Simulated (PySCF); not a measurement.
A structure optimised at B3LYP-D3(BJ)/def2-SVP, used in a PySCF frequency run:

```xyz
11

C     -1.8598    -0.5302     0.8896
Si    -0.6289     0.5551     0.0144
F     -0.9960     0.6750    -1.5692
C      1.1000    -0.2456     0.2421
O      1.4951    -0.5110     1.3554
O      1.8207    -0.4839    -0.8663
H     -2.8580    -0.0672     0.9259
H     -1.9453    -1.5045     0.3829
H     -1.5137    -0.7070     1.9205
H     -0.5470     1.9298     0.5691
H      2.6653    -0.8840    -0.5800
```

Problem. Write its SMILES and formula.

Solution. C[Si@H](F)C(=O)O, C2H5FO2Si

Problem. What are its rotational constants (standard atomic weights)?

Solution. 3.9623, 2.2207, 1.5871 GHz
